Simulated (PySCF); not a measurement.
## Solvent effects on NMR parameters

Mapped SMILES: `[CH3:1][O:2][C:3](=[O:4])[CH:5]([C:6]([F:7])([F:8])[F:9])[C:10]([F:11])([F:12])[F:13]`. Each H is labelled by its parent atom.

GIAO PBE0/pcSseg-1 in PySCF on one PBE0-D3(BJ)/def2-SVP conformer, non-relativistic, equivalent nuclei averaged. Solvents enter as an IEF-PCM continuum (chloroform with ε = 4.7, acetonitrile with ε = 35.7, dimethylsulfoxide with ε = 46.8) around the gas-phase geometry. Shifts are referred to TMS, CFCl3 computed in the same medium.

In chloroform, δ in ppm: C3 167.8, C6/C10 127.7, C5 58.6, C1 55.3, F7/F8/F9/F11/F12/F13 -73.7, H(C1) 3.94, H(C5) 3.74. Dipole moment 2.01 D.

Question: How does each δ change in the more polar media?

Answer: 
| atoms | environment | Δδ, acetonitrile | Δδ, dimethylsulfoxide |
| --- | --- | --- | --- |
| C3 | ester carbonyl carbon | +0.8 | +0.8 |
| C6/C10 | CF3 carbon | +0.4 | +0.4 |
| C5 | sp3 CH α to a carbonyl | +0.1 | +0.1 |
| C1 | methyl carbon bonded to O | +0.4 | +0.5 |
| F7/F8/F9/F11/F12/F13 | fluorine of a CF3 group | +0.4 | +0.4 |
| H(C1) | hydrogen on a methyl carbon bonded to O | +0.04 | +0.04 |
| H(C5) | hydrogen on an sp3 CH α to a carbonyl | +0.15 | +0.16 |

Changes are relative to chloroform. The dipole moment becomes 2.02 D in acetonitrile, 2.02 D in dimethylsulfoxide.

Question: Which nuclei move most (in ppm), and what does the model miss?

Answer: C3 (ester carbonyl carbon, +0.8 ppm) in dimethylsulfoxide. A continuum only polarises the solute; specific hydrogen bonds, the anisotropy of aromatic solvents and changes of geometry or conformer are outside it.
